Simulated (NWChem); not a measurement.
Molecule: SnBrCl, singlet; SMILES [Br][Sn][Cl]

```xyz
3

Sn     0.6747    -0.5940     0.0000
Cl    -1.3481    -1.8636     0.0000
Br    -0.3018     1.7492     0.0000
```
Atoms are numbered in this order, from 1.

Level: PBE0/def2-SVP with def2 effective core potentials on Sn (NWChem), optimised geometry, unscaled harmonic frequencies. Low-valent species are run as closed-shell singlets; no triplet was tried in these runs. This build's default masses of Se (78.918 u) and Br (79.917 u) are each other's, which moves their modes by up to 0.6 %. def2 effective core potentials on Sn; no spin-orbit coupling.

List the harmonic frequencies with IR intensities, and the thermochemistry.


```
frequency (cm⁻¹)  IR intensity (km/mol)
----------------  ---------------------
98                                  1.8
247                                42.6
360                                62.7
```

| Item | Result |
|---|---|
| zero-point energy | 1.0 kcal/mol |
| thermal correction to the enthalpy at 298.15 K (with zero-point energy) | 4.4 kcal/mol |
| heat capacity Cv | 11.2 cal/(mol K) |
| entropy at 298.15 K and 1 atm (symmetry number 1) | 77.2 cal/(mol K) |

Rigid rotor and harmonic oscillator; modes under 100 cm⁻¹ make the entropy uncertain.
